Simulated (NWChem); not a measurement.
System: C₂H₄GeO₂; SMILES [OH][Ge@@H]1[CH]=C[O]1

NWChem input:

```
start job
memory heap 200 mb stack 900 mb global 1100 mb
geometry units angstroms noautosym nocenter noautoz
  O     -0.406522     1.794462    -0.718161
  Ge     0.081471     0.401474     0.283745
  C      0.997176    -1.137738    -0.436909
  C     -0.175394    -1.814968    -0.245907
  O     -1.192633    -1.050194     0.229551
  H     -0.467537     1.537248    -1.658049
  H      0.208272     0.996301     1.701100
  H      1.978967    -1.482880    -0.776850
  H     -0.401578    -2.885925    -0.416946
end
basis spherical
  O library sto-3g
  Ge library sto-3g
  C library sto-3g
  H library sto-3g
end
dft
  xc b3lyp
  iterations 150
end
property
  response 1 0.0773
end
task dft property
```

STO-3G and 3-21G are far too small for this property and stand as cheap habits. Geometry: optimised at PBE-D3(BJ)/def2-SVP.

Field at 589 nm.

### Question
What results follow from this input? (B3LYP/STO-3G.) Quantities: isotropic polarisability (bohr³); anisotropy (bohr³).

### Answer
```yaml
isotropic polarisability (bohr³): 29.1
anisotropy (bohr³): 18.8
```
